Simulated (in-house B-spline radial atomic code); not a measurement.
# Ionising Sr V (Sr4+) with different functionals

Computed with an all-electron radial atomic-structure program (B-spline basis): scalar-relativistic (spin-free X2C) Hamiltonian, Fermi nucleus of rms radius 4.224 fm, spin-polarised at highest spin, spherical fractional occupations for the functionals, and exact exchange of hybrids averaged over the configuration. The ionisation energy is the difference of two self-consistent energies, [Ar] 3d10 4s2 4p4 → [Ar] 3d10 4s2 4p3, without Breit or QED terms; ε is the level of the shell that loses the electron (its least bound occupied spin orbital). There is no spin-orbit coupling in this Hamiltonian.

| method | rung | ΔSCF (eV) | -ε(4p) (eV) |
| --- | --- | --- | --- |
| PBE0 | global hybrid | 70.15 | 65.10 |
| B3LYP | global hybrid | 70.44 | 64.87 |
| TPSSh | global hybrid | 70.07 | 64.00 |
| BHandHLYP | global hybrid | 70.24 | 66.90 |
| r2SCAN0 | global hybrid | 69.96 | 65.13 |
| B97-1 | global hybrid | 70.21 | 64.75 |
| HSE06 | range-separated hybrid | 70.26 | 64.69 |
| wB97X | range-separated hybrid | 70.41 | 67.75 |
| CAM-B3LYP | range-separated hybrid | 70.47 | 66.80 |
| LC-wPBE | range-separated hybrid | 70.40 | 68.33 |

Q: Among the functionals, which spreads more, the ΔSCF values or the orbital energies?

A: The orbital energies: ΔSCF values span about 0.51 eV and the orbital energies 4.34 eV; here energy differences depend much less on the functional than eigenvalues do.

Q: How do they compare with the NIST value?

A: NIST lists 70.7 eV ± 0.6 (semi-empirical, ground level to ground level). Errors run from -0.74 to -0.23 eV; all lie within about twice that uncertainty, so the table can't rank the methods.
